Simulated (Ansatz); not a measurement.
`C[Se][SiH](O)F` + CH₃OH → `C[Se]CO` + `O[SiH2]F`  (formal exchange of groups at the Se–Si bond)

Calculated with Ansatz (gas phase, PBE0-D4/def2-TZVP geometries, no zero-point term in ΔE). CBS: MP2 limit from def2 TZ/QZ plus the TZ coupled-cluster correction, frozen cores. This one scheme is used for every species. Functionals use def2-TZVPP. B3LYP here is the variant with VWN-RPA as its local correlation; programs differ in this. For Se outer-core shells are correlated without core-valence functions, which leaves a few kJ/mol of doubt a bond. Scalar relativity is left out up to krypton. One conformer a species, not always the lowest.

```json
{"level": "PBE-D4", "ΔE (kcal/mol)": "21.4", "difference from CCSD(T)/CBS": "-0.5"}
{"level": "r2SCAN-D4", "ΔE (kcal/mol)": "22.0", "difference from CCSD(T)/CBS": "0.1"}
{"level": "PBE0-D4", "ΔE (kcal/mol)": "22.5", "difference from CCSD(T)/CBS": "0.6"}
{"level": "B3LYP-D4", "ΔE (kcal/mol)": "21.6", "difference from CCSD(T)/CBS": "-0.3"}
{"level": "ωB97X-V", "ΔE (kcal/mol)": "21.4", "difference from CCSD(T)/CBS": "-0.5"}
{"level": "ωB97M-V", "ΔE (kcal/mol)": "21.8", "difference from CCSD(T)/CBS": "-0.1"}
{"level": "B2PLYP", "ΔE (kcal/mol)": "20.8", "difference from CCSD(T)/CBS": "-1.1"}
{"level": "PBE", "ΔE (kcal/mol)": "20.8", "difference from CCSD(T)/CBS": "-1.1"}
{"level": "r2SCAN", "ΔE (kcal/mol)": "21.9", "difference from CCSD(T)/CBS": "0.0"}
{"level": "PBE0", "ΔE (kcal/mol)": "21.9", "difference from CCSD(T)/CBS": "0.0"}
{"level": "B3LYP", "ΔE (kcal/mol)": "20.7", "difference from CCSD(T)/CBS": "-1.2"}
{"level": "HF/def2-TZVPP", "ΔE (kcal/mol)": "22.1", "difference from CCSD(T)/CBS": "0.2"}
{"level": "MP2/def2-TZVPP", "ΔE (kcal/mol)": "21.0", "difference from CCSD(T)/CBS": "-0.9"}
{"level": "SCS-MP2/def2-TZVPP", "ΔE (kcal/mol)": "20.4", "difference from CCSD(T)/CBS": "-1.5"}
{"level": "CCSD/def2-TZVPP", "ΔE (kcal/mol)": "20.9", "difference from CCSD(T)/CBS": "-1.0"}
{"level": "CCSD(T)/def2-TZVPP", "ΔE (kcal/mol)": "20.6", "difference from CCSD(T)/CBS": "-1.3"}
{"level": "HF/def2-QZVPP", "ΔE (kcal/mol)": "22.1", "difference from CCSD(T)/CBS": "0.2"}
{"level": "MP2/def2-QZVPP", "ΔE (kcal/mol)": "21.7", "difference from CCSD(T)/CBS": "-0.2"}
{"level": "SCS-MP2/def2-QZVPP", "ΔE (kcal/mol)": "21.0", "difference from CCSD(T)/CBS": "-0.9"}
{"level": "HF/CBS(def2)", "ΔE (kcal/mol)": "22.1", "difference from CCSD(T)/CBS": "0.2"}
{"level": "MP2/CBS(def2)", "ΔE (kcal/mol)": "22.2", "difference from CCSD(T)/CBS": "0.3"}
{"level": "CCSD/CBS(def2)", "ΔE (kcal/mol)": "22.1", "difference from CCSD(T)/CBS": "0.2"}
{"level": "CCSD(T)/CBS", "ΔE (kcal/mol)": "21.9", "difference from CCSD(T)/CBS": "0"}
```

Largest T1 diagnostic among the species: 0.011.

The D4 term adds +0.9 kcal/mol with B3LYP and +0.5 kcal/mol with PBE0; it sums over pairs of atoms, weighted by their polarisabilities, and B3LYP, whose exchange is more repulsive, gets the larger term. In def2-TZVPP, CCSD(T) changes the Hartree–Fock value by −1.5 kcal/mol (the triples alone add −0.3 kcal/mol) and MP2 by −1.1 kcal/mol. From PBE to PBE0 (25 % exact exchange), in def2-TZVPP and without D4, ΔE moves by +1.1 kcal/mol.
